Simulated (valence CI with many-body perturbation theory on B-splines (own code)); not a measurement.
Results of a calculation; reference values are marked as such.
## Basis-set convergence for Er61+

Level of theory: valence CI with perturbative core correlation (CI+MBPT): five valence electrons over a frozen Dirac-Fock core [He], radial functions for each j: 9 s, 9 p, 8 d, 6 f, 3 g, 1 h, with the one-electron correlation potential Σ1, the two-electron term Σ2, the three-electron term Σ3, Breit, model QED; selected CI, second order for the rest, scaled by the run's own slope (own B-spline code, finite nucleus).

No measured spectrum was set against this ion. As an estimate, large intervals hold to a few tenths of a per cent, small ones and those within an open d or f shell to about a per cent. Among the levels kept, up to 4000 cm⁻¹ of a level comes from second order outside the variational space, and about a tenth of that is noise between levels of different J, which matters for small intervals.

The reference run has the lowest level (2s^2 2p1/2^2 2p3/2) J=3/2 and an ionisation energy of 13855.3 eV. Its largest variational space holds 20000 state functions.

Levels are named by their leading jj configuration (3d3/2^4 stands for four electrons in 3d with j = 3/2), which in mixed levels can hold well under half, so a name can repeat and another be missing. Letters in brackets count levels of one name in rising energy.

Changed runs:
A. basis 6 s, 6 p, 5 d, 3 f, 1 g
B. basis 5 s, 5 p, 4 d, 2 f

Excitation energies of the reference run in cm⁻¹, and shifts in cm⁻¹:

```tsv
Level	Reference	A	B
(2s^2 2p1/2 2p3/2^2) J=3/2	7550630	+26	-254
(2s^2 2p1/2 2p3/2^2) J=5/2	7733650	+200	+206
(2s^2 2p1/2 2p3/2^2) J=1/2	8101620	+81	+194
(2s 2p1/2^2 2p3/2^2) J=5/2	10001600	-68	-375
(2s 2p1/2^2 2p3/2^2) J=1/2	10763100	-93	-58
(2s 2p1/2^2 2p3/2^2) J=3/2	10774200	+46	+138
(2s^2 2p3/2^3) J=3/2	15668100	+124	+1.6
(2s 2p1/2 2p3/2^3) J=3/2 [a]	17752600	-120	-559
(2s 2p1/2 2p3/2^3) J=5/2	18068800	+129	+10
(2s 2p1/2 2p3/2^3) J=1/2	18519200	+39	-48
(2s 2p1/2 2p3/2^3) J=3/2 [b]	18593600	+157	+262
(2p1/2^2 2p3/2^3) J=3/2	21298600	-123	-164
Ionisation energy (eV)	13855.3	-0.012	-0.11
```
